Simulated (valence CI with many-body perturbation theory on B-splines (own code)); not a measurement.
The numbers below are computed, except where a source is named.
A CI+MBPT run for Cr X

Method: valence CI with perturbative core correlation (CI+MBPT): five valence electrons over a frozen Dirac-Fock core [Ne], a basis of 9 s, 6 p, 6 d, 5 f functions for each j, with the one-electron correlation potential Σ1 (screened to all orders), the two-electron term Σ2, the three-electron term Σ3, Breit, model QED; selected single and double excitations, second order for the rest, scaled by the run's own slope (own B-spline code, finite nucleus).

Command, and the settings that its task file holds:

```sh
python run_cv.py task.json out
```

```
atom Cr  Z=24  mass_number=52  rms_radius_fm=3.6452
core [Ne]
valence 3s2 3p3
avg = 1
basis = S
breit = 1
cap = 10000
capref = 1200
cscale = 1
de = 0.0
dress = 0
eps = 2e-08
extrap = 1
h = 0.27
hh = 1
l2 = 3
lcore = 6
maxit = 60
n2 = 5
natural = 1
nlev = 21
nno = [6, 3, 4, 4, 0]
nroot = 26
nsp = [3, 3, 2, 1, 0]
pt2 = 1
qed = 1
rpa = 1
s1 = 1
s2 = 1
s3 = 1
screen = 1
tol = 2e-05
whole = 1
```

It took 52 s on 1 thread of Arm Neoverse N1, with other jobs on the host.

Log. The first blocks belong to the next ion, which gives the ionisation energy. Fields: 2J, parity (1 odd), roots, reference size, generating configurations, candidates as configurations/state functions, variational space P, stored matrix elements, Davidson steps; e2 is the range of second-order energies in hartree. The first line gives the box (bohr), its intervals, the orbitals and the steps of their self-consistent field. Window is the range of levels sought, series limit the energy at which the first omitted orbital would enter, core excitation an estimate of the first excitation out of the core, left out the lowest levels not solved, and shifts from estimates the range by which levels moved from their first estimate, all in cm⁻¹.

```
rmax 8.4 intervals 62 orbitals 43 references ['3s2 3p3', '3s 3p4', '3s2 3p2 3d', '3p5', '3s 3p3 3d'] scf 7 t 1.7
2J=0 par=0 roots 2 ref 24 generators 10 cand 708/968 P 728/992 nnz 0 it 0
2J=0 par=0 roots 2 ref 24 generators 20 cand 2731/4339 P 3459/5331 nnz 1.8e+06 it 8
   second order: generators 46 cand 14286/27833 e2 -0.00004 -0.00004
2J=2 par=0 roots 2 ref 38 generators 12 cand 386/938 P 405/976 nnz 0 it 0
2J=2 par=0 roots 2 ref 38 generators 23 cand 1247/4002 P 1652/4978 nnz 2.8e+06 it 8
   second order: generators 56 cand 18773/83927 e2 -0.00104 -0.00038
2J=4 par=0 roots 2 ref 55 generators 12 cand 413/938 P 438/993 nnz 0 it 0
2J=4 par=0 roots 2 ref 55 generators 24 cand 1135/3993 P 1573/4986 nnz 3.3e+06 it 6
   second order: generators 46 cand 16256/95877 e2 -0.00050 -0.00043
reference levels 428, estimated 47, window 387548 1/cm; series limit 1461378, core excitation 4628787
2J=3 par=1 roots 4 ref 42 generators 16 cand 214/990 P 950/3469 nnz 1.6e+06 it 5
2J=3 par=1 roots 4 ref 42 generators 33 cand 1129/6475 P 2079/9944 nnz 9.6e+06 it 8
   second order: generators 73 cand 41408/542696 e2 -0.00475 -0.00113
2J=5 par=1 roots 2 ref 36 generators 13 cand 194/886 P 843/3400 nnz 1.6e+06 it 4
2J=5 par=1 roots 2 ref 36 generators 20 cand 941/6521 P 1784/9921 nnz 9.8e+06 it 8
   second order: generators 49 cand 34158/552561 e2 -0.00407 -0.00224
2J=1 par=1 roots 2 ref 28 generators 13 cand 267/998 P 1175/3526 nnz 1.4e+06 it 4
2J=1 par=1 roots 2 ref 28 generators 24 cand 1733/6454 P 2908/9980 nnz 7.9e+06 it 6
   second order: generators 52 cand 35718/280486 e2 -0.00128 -0.00079
2J=5 par=0 roots 6 ref 71 generators 21 cand 195/1019 P 827/3571 nnz 1.6e+06 it 7
2J=5 par=0 roots 6 ref 71 generators 34 cand 1181/6403 P 2008/9974 nnz 8.8e+06 it 10
   second order: generators 88 cand 40667/664852 e2 -0.00598 -0.00288
2J=3 par=0 roots 6 ref 69 generators 20 cand 210/989 P 865/3494 nnz 1.5e+06 it 10
2J=3 par=0 roots 6 ref 69 generators 36 cand 1300/6474 P 2165/9968 nnz 8.4e+06 it 10
   second order: generators 84 cand 39480/523755 e2 -0.00564 -0.00214
2J=1 par=0 roots 5 ref 45 generators 18 cand 324/995 P 1271/3524 nnz 1.2e+06 it 9
2J=1 par=0 roots 5 ref 45 generators 32 cand 1731/6468 P 3002/9992 nnz 7.3e+06 it 9
   second order: generators 86 cand 40095/318408 e2 -0.00297 -0.00089
2J=7 par=0 roots 4 ref 51 generators 16 cand 224/972 P 868/3516 nnz 1.5e+06 it 6
2J=7 par=0 roots 4 ref 51 generators 35 cand 1054/6468 P 1922/9984 nnz 9e+06 it 9
   second order: generators 73 cand 40047/716667 e2 -0.00483 -0.00417
2J=9 par=0 roots 2 ref 31 generators 9 cand 299/1062 P 1204/3741 nnz 1.6e+06 it 6
2J=9 par=0 roots 2 ref 31 generators 24 cand 930/6196 P 2134/9937 nnz 8.9e+06 it 9
   second order: generators 52 cand 31213/512949 e2 -0.00315 -0.00274
left out: unestimated 550052, estimated 446259, shifts from estimates -23 to 79
operators 0.9
```

The Davidson iterations converged.

No measured spectrum was set against this ion. As an estimate, levels of excited configurations hold to 0.05 to 0.15 % of their energy, terms of the ground configuration to about 0.5 %. Among the levels kept, up to 1300 cm⁻¹ of a level comes from second order outside the variational space, and about a tenth of that is noise between levels of different J, which matters for small intervals.

- Valence energy: -56.89695 hartree
- Ionisation energy: 241.82 eV (NIST: 244.5 ± 0.5 eV (semi-empirical))
- Reference configurations for the orbitals: 3s2 3p3, 3s 3p4, 3s2 3p2 3d, 3p5, 3s 3p3 3d
- Radial orbitals: 43
- Box radius: 8.429 bohr
- Largest variational space: 9992
- Lowest levels: 3s2.3p3 4S°_3/2 0, 3s2.3p3 2D°_3/2 37971, 3s2.3p3 2D°_5/2 40317, 3s2.3p3 2P°_1/2 64983, 3s2.3p3 2P°_3/2 68186, 3s.3p4 4P_5/2 233990, 3s.3p4 4P_3/2 240070, 3s.3p4 4P_1/2 243020, 3s.3p4 2D_3/2 290250, 3s.3p4 2D_5/2 291230, 3s2.3p2.3d 2P_3/2 333850, 3s.3p4 2P_1/2 338030, 3s.3p4 2S_1/2 349910, 3s2.3p2.3d 4F_3/2 368320 cm⁻¹

Names give the largest LS component (configuration and term), which can be under half, so a name can repeat, a term be missing and a line seem to break the LS rules; names also repeat where a configuration has a term twice.
